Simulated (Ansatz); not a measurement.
Reactions of `[OH][GeH2][SiH](O)Cl`.

Computed with Ansatz on PBE0-D4/def2-TZVP structures; ΔE is electronic, products minus reactants. CCSD(T)/CBS adds triple-zeta CCSD(T) − MP2 to the extrapolated MP2 energy (def2 sets, frozen cores). This one scheme is used for every species, atoms too. Functionals use def2-TZVPP. Open shells (•) are unrestricted, without spin–orbit coupling. Spin–orbit coupling would lower the free atoms: a little for Cl, O, Si; clearly for Ge. For Ge outer-core shells are correlated without core-valence functions, so the limit isn't a true one: a few kJ/mol of doubt a bond, and 10 to 20 or more in all where bonds break to atoms. Scalar relativity is left out up to krypton. One conformer a species, not always the lowest.

| reaction | CCSD(T)/CBS(def2) (kcal/mol) |
| --- | --- |
| `[OH][GeH2][SiH](O)Cl` → Cl• + `O[SiH][GeH2][OH]`• | ? |
| `[OH][GeH2][SiH](O)Cl` + GeH₄ → `O[SiH](Cl)[GeH3]` + `[OH][GeH3]` | ? |
| `[OH][GeH2][SiH](O)Cl` → Cl• + Ge• + 5 H• + 2 O• + Si• | 794.5 |
| `[OH][GeH2][SiH](O)Cl` + `N[SiH](O)Cl` → `O[Si@@H](Cl)N[Si@@H](O)Cl` + `[OH][GeH3]` | -16.6 |
| `[OH][GeH2][SiH](O)Cl` + ethylene → `C=C[SiH](O)[GeH2][OH]` + HCl | ? |
| `[OH][GeH2][SiH](O)Cl` + H–F → `[OH][GeH2][SiH](O)F` + HCl | -7.3 |
| `[OH][GeH2][SiH](O)Cl` + H₂ → `O[SiH2][GeH2][OH]` + HCl | 23.7 |
| `[OH][GeH2][SiH](O)Cl` + H₂ → `O[SiH](Cl)[GeH3]` + H₂O | -0.4 |
| `[OH][GeH2][SiH](O)Cl` + H₂O → `[OH][GeH2][SiH](O)O` + HCl | 0.6 |

Problem. Fill in the missing values. (Best estimate.)

Solution. Computed: `[OH][GeH2][SiH](O)Cl` → Cl• + `O[SiH][GeH2][OH]`•: +114.6 kcal/mol; `[OH][GeH2][SiH](O)Cl` + GeH₄ → `O[SiH](Cl)[GeH3]` + `[OH][GeH3]`: +0.7 kcal/mol; `[OH][GeH2][SiH](O)Cl` + ethylene → `C=C[SiH](O)[GeH2][OH]` + HCl: +24.3 kcal/mol.

Largest T1 diagnostic: 0.014, for `O[SiH][GeH2][OH]`•.
